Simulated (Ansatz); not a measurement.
`OBSCO`, relaxed with RKS PBE0-D4/def2-TZVP in Ansatz from a PBE-D4/def2-SVP geometry. The force threshold is 0.005 eV/Å; the program also tests the step.

The species carries charge 0 and has multiplicity 1.

Start:

```xyz
10

O     0.645   -1.426   -0.826
B     1.476   -0.500   -0.267
S     0.812    0.786    0.818
C    -1.030    0.483    0.695
O    -1.617    0.973   -0.468
H     1.130   -2.071   -1.370
H     2.683   -0.507   -0.438
H    -1.193   -0.610    0.714
H    -1.434    0.933    1.632
H    -1.471    1.938   -0.489
```

(1) How much energy does the relaxation release, and in how many steps? (Best estimate.)

(2) Which bonds change most? (An estimate is asked.)

(3) Give the relaxed structure. (Estimate.)

Results:

(1) Ansatz gave: 4.68 kJ/mol, in 9 steps.

(2) The calculation gave: S3–C4 from 1.871 to 1.829 Å; B2–H7 from 1.219 to 1.198 Å; C4–H9 from 1.115 to 1.095 Å; C4–H8 from 1.106 to 1.088 Å.

(3) The calculation gave: 
```xyz
10

O     0.662   -1.450   -0.806
B     1.464   -0.501   -0.268
S     0.786    0.799    0.771
C    -1.013    0.479    0.687
O    -1.631    1.015   -0.440
H     1.141   -2.096   -1.329
H     2.651   -0.496   -0.435
H    -1.171   -0.597    0.659
H    -1.419    0.884    1.620
H    -1.471    1.963   -0.458
```
